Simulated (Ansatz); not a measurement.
`CO[Si](O)[SiH3]` radical from Hartree–Fock to CCSD(T)

Z-matrix (Å, degrees):
```
C
O 1 1.410
H 1 1.091 2 108.2
H 1 1.095 2 111.2 3 119.0
H 1 1.095 2 111.7 3 -119.5
Si 2 1.651 1 124.5 3 169.2
Si 6 2.366 2 113.2 1 65.8
O 6 1.646 2 105.6 1 -176.6
H 7 1.491 6 114.5 2 60.5
H 7 1.486 6 108.5 2 -177.2
H 7 1.489 6 107.3 2 -60.2
H 8 0.960 6 116.8 2 31.5
```

Charge 0, multiplicity 2. The geometry is a stationary point of PBE0-D4/def2-TZVP. It is one conformer, not always the lowest. Frozen core, unrestricted reference, Ansatz 0.2.0. CBS rows extrapolate triple and quadruple zeta; past MP2 they add the triple-zeta difference.

```
     basis     HF (Eh)  MP2 corr.
def2-TZVPP  -769.68308   -0.87452
def2-QZVPP  -769.71122   -0.94229
```

Question: Estimate the CCSD correlation energy and the (T) correction in each basis where they were run (hartree).

Answer: 
```csv
basis,CCSD corr.,(T)
def2-TZVPP,-0.92353,-0.03400
CBS(def2),-1.04151,as TZ
```
